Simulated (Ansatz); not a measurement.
The cluster Zr₄⁺, 4 atoms. Hardware: 4 threads of Arm Neoverse V1 on a shared host.

In the def2 sets Zr takes a core potential; there is no spin–orbit coupling. Correlated methods freeze no core orbitals; core or outer-core shells of Zr are correlated, in sets that lack core-valence functions.

Task: How many basis functions does each of these Ansatz runs have, and roughly what does it cost? RPA@PBE/def2-TZVP, charge 1 doublet, energy, from earlier orbitals; B2PLYP/def2-TZVP, charge 1 quartet, energy, from earlier orbitals; revPBE-D4/def2-TZVP, charge 1 quartet, energy, from earlier orbitals; PBE-QIDH/def2-TZVP, charge 1 doublet, energy, from earlier orbitals; PBE-D4/def2-TZVP, charge 1 doublet, energy and forces, from earlier orbitals; B2PLYP/def2-TZVP, charge 1 doublet, energy, from earlier orbitals; PBE-D4/def2-TZVP, charge 1 quartet, energy, from earlier orbitals; PBE0-D4/def2-SVP, charge 1 doublet, energy with a search over starts; B97M-V/def2-TZVP, charge 1 doublet, energy, from earlier orbitals; r2SCAN-D4/def2-TZVP, charge 1 doublet, energy, from earlier orbitals; r2SCAN-D4/def2-TZVP, charge 0 singlet at the geometry of the charge 1 doublet, energy, from earlier orbitals; PBE with 50 % exact exchange/def2-TZVP, charge 1 quartet, energy, from earlier orbitals.

Result: Other jobs shared the machine, so times can vary by a factor of up to 3. A dash marks memory too small to be measured apart from the calling script's.

```json
{"run": "revPBE-D4/def2-TZVP, charge 1 quartet, energy, from earlier orbitals", "functions": "160", "fitting or Cholesky vectors": "1284", "wall time": "7 s", "peak host memory (GiB)": "–"}
{"run": "PBE-D4/def2-TZVP, charge 1 quartet, energy, from earlier orbitals", "functions": "160", "fitting or Cholesky vectors": "1284", "wall time": "7 s", "peak host memory (GiB)": "–"}
{"run": "r2SCAN-D4/def2-TZVP, charge 0 singlet at the geometry of the charge 1 doublet, energy, from earlier orbitals", "functions": "160", "fitting or Cholesky vectors": "1284", "wall time": "12 s", "peak host memory (GiB)": "–"}
{"run": "RPA@PBE/def2-TZVP, charge 1 doublet, energy, from earlier orbitals", "functions": "160", "fitting or Cholesky vectors": "1464", "wall time": "15 s", "peak host memory (GiB)": "0.55"}
{"run": "PBE-D4/def2-TZVP, charge 1 doublet, energy and forces, from earlier orbitals", "functions": "160", "fitting or Cholesky vectors": "1284", "wall time": "17 s", "peak host memory (GiB)": "–"}
{"run": "B2PLYP/def2-TZVP, charge 1 quartet, energy, from earlier orbitals", "functions": "160", "fitting or Cholesky vectors": "1464", "wall time": "23 s", "peak host memory (GiB)": "0.65"}
{"run": "PBE-QIDH/def2-TZVP, charge 1 doublet, energy, from earlier orbitals", "functions": "160", "fitting or Cholesky vectors": "1464", "wall time": "23 s", "peak host memory (GiB)": "0.62"}
{"run": "PBE with 50 % exact exchange/def2-TZVP, charge 1 quartet, energy, from earlier orbitals", "functions": "160", "fitting or Cholesky vectors": "1736", "wall time": "24 s", "peak host memory (GiB)": "0.86"}
{"run": "r2SCAN-D4/def2-TZVP, charge 1 doublet, energy, from earlier orbitals", "functions": "160", "fitting or Cholesky vectors": "1284", "wall time": "38 s", "peak host memory (GiB)": "0.65"}
{"run": "B2PLYP/def2-TZVP, charge 1 doublet, energy, from earlier orbitals", "functions": "160", "fitting or Cholesky vectors": "1464", "wall time": "49 s", "peak host memory (GiB)": "0.68"}
{"run": "B97M-V/def2-TZVP, charge 1 doublet, energy, from earlier orbitals", "functions": "160", "fitting or Cholesky vectors": "1284", "wall time": "77 s", "peak host memory (GiB)": "1"}
{"run": "PBE0-D4/def2-SVP, charge 1 doublet, energy with a search over starts", "functions": "124", "fitting or Cholesky vectors": "1412", "wall time": "2.3 min", "peak host memory (GiB)": "0.69"}
```
